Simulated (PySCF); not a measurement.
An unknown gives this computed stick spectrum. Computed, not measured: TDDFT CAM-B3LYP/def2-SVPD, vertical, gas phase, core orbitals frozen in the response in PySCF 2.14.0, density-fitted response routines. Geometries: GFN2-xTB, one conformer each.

| state | E (eV) | λ (nm) | f |
| --- | --- | --- | --- |
| S1 | 5.09 | 243.6 | 0.0000 |
| S2 | 5.31 | 233.3 | 0.0060 |
| S3 | 5.32 | 233.2 | 0.0061 |
| S4 | 5.95 | 208.3 | 0.0000 |
| S5 | 6.18 | 200.8 | 0.055 |
| S6 | 6.18 | 200.7 | 0.055 |
| S7 | 6.22 | 199.2 | 0.0017 |
| S8 | 6.23 | 199.1 | 0.0014 |

Orbital energies (eV): HOMO-3 -10.61, HOMO-2 -8.56, HOMO-1 -7.86, HOMO -7.86, LUMO 0.81, LUMO+1 0.81, LUMO+2 1.03.

Question: Which candidate is it?
A. `C1SCSCS1`
B. `C#CC#CC`
C. `CC1=PC=PC=C1`

Answer: A. Its S1, at 5.09 eV, is the highest among the candidates; the nearest of the others has S1 at 4.80 eV. S1 is HOMO-1/HOMO→LUMO/LUMO+1 (≥85%). Löwdin shares by element: HOMO (one of a set within 0.03 eV) sulfur 78% or more, carbon 10% or more; LUMO (one of a set within 0.03 eV) sulfur 72%, carbon 6% or more (atoms not listed hold the other 21%). At the same level the other candidates give, for their lowest levels:
- `Cc1ccpcp1`: 4.22 eV (f 0.018); 4.40 eV (f 0.018); 4.49 eV (f 0.001); 4.65 eV (f 0.100); 5.22 eV (f 0.000); T1 2.83 eV; HOMO -8.09, LUMO -0.87 eV
- `C#CC#CC`: 4.80 eV (f 0.000); 5.00 eV (f 0.000 summed over 2 states); 6.84 eV (f 0.000 summed over 2 states); 7.36 eV (f 0.000); 7.65 eV (f 0.036 summed over 2 states); T1 3.92 eV; HOMO -8.42, LUMO 0.68 eV

Orbitals of the list HOMO-3 to LUMO+2 that lie within 0.01 eV of each other are written together with a slash and their weights summed (≥ marks a lower bound); for degenerate orbitals outside that list single weights are arbitrary.
Triplets come from the Tamm–Dancoff approximation.
